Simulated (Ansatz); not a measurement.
Rh5⁻, relaxed as a singlet with RKS B3LYP-D4/def2-SVPD in Ansatz, starting from the GFN2-xTB geometry. Force threshold 0.02 eV/Å.

In the def2 sets Rh takes a core potential; there is no spin–orbit coupling. The highest occupied level of the charge -1 singlet lies above zero (up to 0.24 eV). The electron is either unbound and held by the finite basis, or the level is raised by self-interaction error. The relaxation made no stability test and no search for a lower SCF solution. No other spin state of charge -1 was run. The structure comes from a short search, and lower isomers may exist.

Start:

Cartesian coordinates in Å:
```
Rh -0.7280 1.6681 0.8118
Rh 0.3692 -1.8432 -0.6574
Rh 0.3188 -0.5439 1.5363
Rh 1.2152 0.5968 -0.5257
Rh -1.1751 0.1222 -1.1650
```

| step | energy (eV) | largest force component (eV/Å) | SCF passes |
| --- | --- | --- | --- |
| 1 | -15044.3972 | 1.029 | 79 |
| 2 | -15044.7160 | 0.428 | 52 |
| 3 | -15044.7524 | 0.317 | 50 |
| 4 | -15044.7632 | 0.227 | 45 |
| 5 | -15044.7710 | 0.028 | 45 |
| 6 | -15044.7713 | 0.007 | 51 |

Force components are those of the run's own axes.

End:

Cartesian coordinates in Å:
```
Rh -0.881 1.414 0.835
Rh 0.118 -1.790 -0.506
Rh 0.538 -0.468 1.520
Rh 1.252 0.616 -0.540
Rh -1.027 0.228 -1.309
```

By distances, no bond broke or formed. The bond that changes most is Rh3–Rh5, from 3.16 to 3.31 Å (atoms count from 1). The end is the same structure that another start reached, the lowest one found.

No frequencies were taken in this run, so the end may be a saddle point.

Run time 36 s (4 threads of Arm Neoverse V2 on a shared host), peak host memory 0.59 GiB.
